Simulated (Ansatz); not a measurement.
Frontier orbitals of C8H16, SMILES `CC1(C)CCCCC1`.

```xyz
24

C     0.870    0.630   -1.533
C     0.408   -0.473   -0.582
C     0.887   -1.812   -1.127
C    -1.123   -0.492   -0.479
C    -1.703    0.718    0.239
C    -1.089    0.883    1.622
C     0.429    0.950    1.545
C     0.997   -0.261    0.819
H     1.960    0.634   -1.615
H     0.561    1.624   -1.205
H     0.460    0.470   -2.534
H     0.578   -2.634   -0.475
H     1.979   -1.837   -1.204
H     0.477   -2.000   -2.124
H    -1.552   -0.584   -1.483
H    -1.417   -1.398    0.067
H    -2.790    0.615    0.316
H    -1.525    1.625   -0.349
H    -1.379    0.028    2.247
H    -1.487    1.776    2.113
H     0.858    1.012    2.550
H     0.728    1.870    1.030
H     0.788   -1.158    1.417
H     2.088   -0.187    0.746
```

Charge 0, multiplicity 1. The structure was optimised at the PBE0-D4/def2-TZVP level. Basis def2-TZVPP, Ansatz.

A caution on the coupled-cluster cation, which keeps the state that its UHF reference found: large T1 diagnostic of the cation.

```
functional  HOMO (eV)  LUMO (eV)  gap (eV)
       PBE      -6.82       0.27      7.09
    r2SCAN      -7.06       0.94      8.00
    B97M-V      -7.23       0.34      7.57
      PBE0      -8.11       1.06      9.17
     B3LYP      -7.94       0.74      8.68
   r2SCANh      -7.54       1.17      8.71
   LC-ωPBE     -10.80       3.11     13.91
   ωB97M-V     -10.38       2.47     12.85
```

**Question.** What is the vertical ionisation energy at frozen-core CCSD(T)/CBS(def2)? (Best estimate.)

**Answer.** Computed: 10.46 eV (T1 of the cation 0.046).

From PBE to PBE0 the HOMO moves by −1.29 eV and the LUMO by +0.79 eV, and with ωB97M-V by −3.56 and +2.20 eV, so the gap grows from 7.09 to 12.85 eV with exact exchange. A positive LUMO is unbound and depends on the basis. −ε(HOMO) differs from that ionisation energy by −3.64 eV with PBE and −0.09 eV with ωB97M-V.

B3LYP here is the variant with VWN-RPA as its local correlation; programs differ in this. LC-ωPBE has ω = 0.4 bohr⁻¹.
